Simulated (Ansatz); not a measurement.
ethylmethylamine (SMILES CCNC) moved off its minimum; all values from Ansatz (a quantum-chemistry and plane-wave program), cores frozen in correlated methods.
(charge 0, multiplicity 1)
```xyz
13

C     -1.93452    -0.11975     0.28942
C     -0.45788    -0.58678    -0.21421
N      0.47941     0.55410     0.09985
C      1.88946     0.18627    -0.24864
H     -2.16817     0.83623    -0.28433
H     -2.56154    -0.93045     0.08695
H     -1.88390     0.06840     1.32582
H     -0.22508    -1.50351     0.36950
H     -0.44124    -0.73314    -1.22352
H      0.43819     0.78959     1.09699
H      2.48203     1.06347    -0.00135
H      1.86981     0.05422    -1.30489
H      2.17322    -0.71001     0.24096
```

| level | largest force (eV/Å) | on atom | rms difference from CCSD(T)/cc-pVTZ (eV/Å) | dipole (D) |
|---|---|---|---|---|
| HF/def2-TZVPP | 5.80 | C2 | 0.277 | 1.19 |
| PBE/def2-TZVPP | 5.50 | C2 | 0.129 | 1.00 |
| r2SCAN/def2-TZVPP | 5.48 | C2 | 0.040 | 1.03 |
| B3LYP/def2-TZVPP | 5.39 | C2 | 0.070 | 1.06 |
| wB97M-V/def2-TZVPP | 5.50 | C2 | 0.076 | 1.09 |
| MP2/cc-pVTZ | 5.54 | C2 | 0.058 | 1.06 |
| CCSD(T)/cc-pVTZ | 5.45 | C2 | 0.000 | 1.06 |

The differences count from one level among others, with limits of its own. Forces at CCSD(T)/cc-pVTZ (eV/Å):

```tsv
atom	Fx	Fy	Fz
C1	3.030	1.274	-2.633
C2	-1.088	2.250	4.846
N3	-0.038	-0.886	-0.321
C4	-2.070	1.568	0.426
H5	-0.073	-1.320	0.799
H6	-1.500	-0.960	-0.355
H7	-0.031	0.297	1.264
H8	0.168	0.162	-0.534
H9	0.030	-0.603	-2.740
H10	-0.115	-0.370	-0.408
H11	0.476	-0.261	0.053
H12	0.408	-0.231	-0.939
H13	0.805	-0.919	0.544
```
